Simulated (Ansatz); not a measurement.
Ligand exchange: H2 + AuSH → H2S + AuH

Species: H2, singlet; AuSH `[SH][Au]`, singlet; H2S `S`, singlet; AuH, singlet. The partners trade H for SH: H–H and Au–SH bonds give way to H–SH and Au–H.

Shapes, held fixed at every level: PBE0-D4/def2-TZVP. Programs: Ansatz 0.2.0. The zero-point and thermal change to 298 K, harmonic and unscaled (PBE0-D4/def2-TZVP), is +3.3 kJ/mol.

(1) Estimate ΔH(298 K) of this reaction.

## Answers

(1) The highest level, CCSD(T)/def2-TZVPP, gives ΔH(298 K) = +6.0 kJ/mol; the levels span -7.4 to +15.2. They disagree on the sign: 7 of 8 are positive. The column of differences is taken from that level and isn't an error. No measured value is set beside it here. T1 is large for AuSH (0.025), AuH (0.027), so single-reference values are less sure there. For atoms past krypton def2 sets carry core potentials with scalar relativity. Outer-core shells of Au are correlated in most correlated rows, in sets that cover them unevenly. Times are processor times on shared x86 and Arm servers, and rough.

```tsv
level	kind	ΔH(298 K) (kJ/mol)	less CCSD(T)/def2-TZVPP	CPU time (sum over the molecules)
HF/def2-SVP	Hartree–Fock	+5.0	-1.0	–
PBE-D4/def2-TZVPP	GGA	+12.6	+6.6	5.5 s
BHLYP-D4/def2-TZVPP	global hybrid	+15.2	+9.2	2.6 min
PBE0-D4/def2-TZVPP	global hybrid	+12.7	+6.7	6.1 s
wB97M-V/def2-TZVPP	range-separated hybrid	+15.0	+9.0	16 s
wB97X-V/def2-TZVPP	range-separated hybrid	+14.4	+8.4	12 s
MP2/def2-SVP	perturbation theory	-7.4	-13.4	–
CCSD(T)/def2-TZVPP	coupled cluster or CI	+6.0	0.0	22 s
```
